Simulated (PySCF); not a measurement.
# SnCl: mean field, correlation and small terms against distance

State: ²Π, doublet, unpaired electrons π ↑. ROHF-based CCSD(T) in PySCF 2.14 with Sn cc-pwCVDZ-PP with ECP28, Cl aug-cc-pV(D+d)Z and Sn cc-pwCVTZ-PP with ECP28, Cl aug-cc-pV(T+d)Z (frozen core orbitals: 9; scalar-relativistic core potentials). Correlation energies are extrapolated as n⁻³ (n = 2, 3), Hartree–Fock as (n+1)·exp(−9√n). All energies in eV from Sn + Cl.

```json
{"R (Å)": "2.0999", "HF/CBS": "-2.113", "CCSD corr.": "-0.988", "(T)": "-0.1457", "total": "-3.247"}
{"R (Å)": "2.1953", "HF/CBS": "-2.563", "CCSD corr.": "-0.947", "(T)": "-0.1479", "total": "-3.658"}
{"R (Å)": "2.2908", "HF/CBS": "-2.780", "CCSD corr.": "-0.915", "(T)": "-0.1507", "total": "-3.846"}
{"R (Å)": "2.3862", "HF/CBS": "-2.837", "CCSD corr.": "-0.888", "(T)": "-0.1536", "total": "-3.879"}
{"R (Å)": "2.4817", "HF/CBS": "-2.787", "CCSD corr.": "-0.865", "(T)": "-0.1566", "total": "-3.809"}
{"R (Å)": "2.6010", "HF/CBS": "-2.627", "CCSD corr.": "-0.840", "(T)": "-0.1602", "total": "-3.627"}
{"R (Å)": "2.7203", "HF/CBS": "-2.402", "CCSD corr.": "-0.818", "(T)": "-0.1636", "total": "-3.384"}
```

A fit to the total gives Re = 2.3637 Å, De = 3.882 eV, ωe = 353.0 cm⁻¹, Be = 0.1114 cm⁻¹ (masses 119.9022 and 34.9689 u).

**Question.** At R = 2.3862 Å the CCSD correlation energy is -0.484107 hartree in the smaller basis and -0.702575 in the larger. Extrapolate it.

**Answer.** (3³·E3 − 2³·E2)/(3³ − 2³) = -0.79456 hartree; the larger basis holds 88.4 % of it.

The T1 diagnostic is 0.016. The state was picked by a PBE0 search and need not be the measured ground state. Spin–orbit coupling, excitations beyond (T) and corrections to the Born–Oppenheimer picture are left out, and spin–orbit coupling matters for open p, d or f shells this heavy.
